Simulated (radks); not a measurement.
Kinetic energies: the exact non-interacting value of the Kohn-Sham orbitals and orbital-free approximations, in hartree. Species: K+ [Ar]; Cr [Ar] 3d5 4s1; Sn4+ [Kr] 4d10; Cu [Ar] 3d10 4s1. Calculated with a radial shooting solver on a logarithmic mesh with Libxc functionals: non-relativistic Kohn-Sham, r2SCAN, spin-polarised, spherical densities, point nucleus; meta-GGA in the generalised Kohn-Sham scheme. Every spin shell is full or empty, so the densities are truly spherical. Functionals are evaluated on that one density, not self-consistently.

functional           K+       Cr     Sn4+       Cu
exact           599.114  1043.58  6019.85  1639.32
Thomas-Fermi     557.42   973.86   5702.1   1533.9
von Weizsacker   344.94   557.82   2504.8   819.10
TF + vW/9        595.75   1035.8   5980.4   1624.9
APBEK            600.79   1044.7   6028.3   1638.9
revAPBEK         602.72   1047.7   6039.1   1642.9
Thakkar          598.43   1039.9   5986.6   1630.3
LKT              770.44   1313.9   7178.5   2027.6
PG1              737.07   1259.5   6930.8   1947.0
